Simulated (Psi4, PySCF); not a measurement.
Psi4 was given this input:
```
memory 2 GB

molecule {
-1 1
C    -0.00335947   -0.71313637    0.73014498
C     0.05807930    0.67991703    0.79159473
C    -0.05867858   -0.80712934   -0.66134835
C     0.00338121    0.71775244   -0.73487114
H    -0.00697050   -1.47967539    1.51496629
H    -0.48704778    1.36116449    1.45853372
H     0.48642934   -1.49244489   -1.32412223
H     0.89376966    1.13784104   -1.23176299
H    -0.88271553    1.20869220   -1.17073608
}

set {
  basis 6-31g*
  scf_type pk
  puream true
  d_convergence 1e-8
  dft_radial_points 99
  dft_spherical_points 590
}

energy('blyp')
print_variables()
```

Task: Convert this to an input for PySCF.

Result: This is not unique; one that fits is 
```python
from pyscf import gto, scf, dft

mol = gto.M(
    atom='''
C    -0.003359   -0.713136    0.730145
C     0.058079    0.679917    0.791595
C    -0.058679   -0.807129   -0.661348
C     0.003381    0.717752   -0.734871
H    -0.006971   -1.479675    1.514966
H    -0.487048    1.361164    1.458534
H     0.486429   -1.492445   -1.324122
H     0.893770    1.137841   -1.231763
H    -0.882716    1.208692   -1.170736
''',
    basis='6-31g*',
    charge=-1,
    spin=0,
    verbose=4,
)

mf = dft.RKS(mol)
mf.xc = 'blyp'
mf.grids.atom_grid = (99, 590)
mf.grids.prune = None
mf.kernel()
```

Both were run: Psi4 gave -155.200103 Eh and PySCF -155.200102 Eh, 0.000 mEh apart.
